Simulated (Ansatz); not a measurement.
CHAuO⁺, that is Au(CO)H with one electron fewer. Charge 1, multiplicity 2. Geometry PBE0-D4/def2-TZVP, that of the neutral singlet; atoms count from 1.

```xyz
4

Au    0.8474    0.0523    0.1505
C    -1.0840   -0.0677   -0.1922
O    -2.1898   -0.1366   -0.3882
H     2.4264    0.1520    0.4298
```

In the def2 sets Au takes a core potential; there is no spin–orbit coupling.

Q: Estimate the Mulliken populations from the PBE0/def2-TZVP orbitals of Ansatz.

A: 
```csv
atom,charge (e),spin (α − β),d electrons
Au1,0.75,0.74,9.40
C2,-0.03,-0.06,–
O3,0.13,0.00,–
H4,0.15,0.31,–
```
Mulliken values and Mayer orders depend strongly on the basis.

Q: Where does the spin sit?

A: Summed by element: Au 0.74, C -0.06, O 0.00, H 0.31, of 1 unpaired in all. Largest on single atoms: Au1 0.74, H4 0.31, C2 -0.06.

Q: And the Mayer bond orders between bonded heavy atoms (over 0.3)?

A: Au1–C2 0.60 (1.97 Å); C2–O3 2.53 (1.13 Å).
